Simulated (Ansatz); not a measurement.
`C[NH][AlH][NH2]` + H–F → `C[NH][AlH][F]` + NH₃ at 298.15 K and 1 bar (ligand exchange at the Al–N bond).

Calculated with Ansatz (gas phase, PBE0-D4/def2-TZVP geometries, no zero-point term in ΔE). CCSD(T)/CBS is the MP2 limit (def2-TZVPP, def2-QZVPP) plus CCSD(T) − MP2 in def2-TZVPP, frozen cores. This one scheme is used for every species. One conformer a species, not always the lowest.

| species | CCSD(T)/CBS energy (Eh) | H − E (kJ/mol) | S (J/(mol·K)) |
| --- | --- | --- | --- |
| `C[NH][AlH][NH2]` | -393.74880 | 248.4 | 334.6 |
| H–F | -100.39570 | 33.5 | 173.6 |
| `C[NH][AlH][F]` | -437.67416 | 185.9 | 317.1 |
| NH₃ | -56.50880 | 100.5 | 192.4 |

H − E and S are ideal-gas, rigid-rotor, harmonic terms from PBE0-D4/def2-TZVP, for one conformer and one mirror image of each species. 1 Eh = 2625.50 kJ/mol, R = 8.31446 J/(mol·K).

Question: By hand: ΔE, ΔH, ΔS and ΔG.

Answer: ΔE = (-437.67416) + (-56.50880) − (-393.74880) − (-100.39570) = -0.03846 Eh = -101.0 kJ/mol. Δ(H − E) = 185.9 + 100.5 − 248.4 − 33.5 = 4.5, so ΔH = -96.5 kJ/mol. ΔS = 317.1 + 192.4 − 334.6 − 173.6 = 1.3 J/(mol·K). ΔG = -96.5 − 298.15 × (1.3)/1000 = -96.9 kJ/mol.

Question: By hand: the equilibrium constant, and the temperature at which ΔG would vanish if ΔH and ΔS stayed fixed.

Answer: log₁₀ K = −ΔG/(RT ln 10) = 17.0. ΔH and −TΔS have one sign here, so there is no such temperature.

The number of gas molecules stays the same, so ΔS is small and ΔH decides. A doubt of 5 kJ/mol in ΔE shifts log₁₀ K by 0.9 here. Other conformers and mirror images would add mixing entropy, several J/(mol·K) or more a flexible species. These are equilibria of isolated gas molecules and say nothing of rates. Largest T1 diagnostic: 0.012 (customary marks: 0.02 for closed shells, 0.045 for open ones).

ΔS is within the doubt of such terms, so its sign, and with it that verdict, could turn.
